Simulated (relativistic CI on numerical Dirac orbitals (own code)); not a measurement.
# Co³⁺: 3s photoemission

Computed with this model: Dirac-Coulomb-Breit CI, separate exchange-only KLI orbitals for each configuration, model QED (radiative potential, 1s self-energy scaled to tabulated hydrogen-like ionisation energies), valence Slater integrals scaled by 0.9, multiplet model of photoemission in the sudden approximation; configurations [Ar] 3d6 → [Ne] 3s 3p6 3d6; 80 K; Lorentzian 2.1 eV and Gaussian 0.6 eV FWHM. Energies are those of the free ion, without screening or charge transfer. The energies are binding energies and can lie tens of eV above those of solids. Without intra-shell correlation the exchange splitting of an s hole comes out too large, often by half or more. S is read from ⟨S²⟩ = S(S + 1).

Field parameters in Wybourne normalisation: D3d B²₀ = −7Dσ, B⁴₀ = −14Dq − 21Dτ, B⁴₃ = −14√(10/7) Dq. The field is a parameter set, without covalency.

free ion: ground-state S = 2.00, centroid 160.20 eV. Peaks (eV, height): 155.4 (100), 167.4 (67).

D3d, 10Dq = 28550, Dσ = 890, Dτ = -290 cm⁻¹: ground-state S = 0.01, centroid 160.61 eV. Peaks (eV, height): 160.6 (100).

Strongest unbroadened transitions for free ion:

```csv
Energy (eV),Relative strength
155.34,100.0
155.42,8.1
161.37,0.0
161.40,0.0
166.23,0.0
167.38,0.0
167.48,71.4
168.69,0.4
```
